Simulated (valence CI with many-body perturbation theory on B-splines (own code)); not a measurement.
Ir LXIV: what the settings do

Calculated by relativistic CI+MBPT: four valence electrons over a frozen Dirac-Fock core [Ne], a basis of 6 s, 6 p, 5 d, 3 f, 1 g functions for each j, with the one-electron correlation potential Σ1, the two-electron term Σ2, the three-electron term Σ3, Breit, model QED; selected CI, second order for the rest, scaled by the run's own slope (own B-spline code, finite nucleus).

No measured spectrum was set against this ion. As an estimate, large intervals hold to a few tenths of a per cent, small ones and those within an open d or f shell to about a per cent.

The reference run has the lowest level (3s^2 3p1/2^2) J=0 and an ionisation energy of 7275.38 eV. Its largest variational space holds 10000 state functions.

Levels are named by their leading jj configuration (3d3/2^4 stands for four electrons in 3d with j = 3/2), which in mixed levels can hold well under half, so a name can repeat and another be missing.

```csv
Level,Reference (cm⁻¹),Shift (cm⁻¹)
(3s^2 3p1/2 3p3/2) J=1,3409430,-3097
(3s^2 3p1/2 3p3/2) J=2,3487990,-2716
(3s 3p1/2^2 3p3/2) J=2,4862530,-692
(3s 3p1/2^2 3p3/2) J=1,5093130,+1552
(3s^2 3p1/2 3d3/2) J=2,5277070,+1632
(3s^2 3p1/2 3d3/2) J=1,5655540,+8062
(3s^2 3p1/2 3d5/2) J=2,6232810,+3183
(3s^2 3p1/2 3d5/2) J=3,6244120,+2204
(3s 3p1/2^2 3d3/2) J=1,6766470,+4900
(3s 3p1/2^2 3d3/2) J=2,6828500,+5223
(3s^2 3p3/2^2) J=2,6959400,-5553
(3s^2 3p3/2^2) J=0,7131060,-4940
```

The ionisation energy moves by -1.09 eV.

(1) Which of these changes was made?
A. scale of Σ1 1 → 0; scale of Σ2 1 → 0; three-electron term on → off
B. Davidson tolerance 2e-05 → 0.0003
C. correlating orbitals by l 3 3 3 2 1 → 2 2 1 1 0; natural orbitals for correlation on → off
D. Breit term on → off; QED terms on → off

Answers

(1) A. scale of Σ1 1 → 0; scale of Σ2 1 → 0; three-electron term on → off.
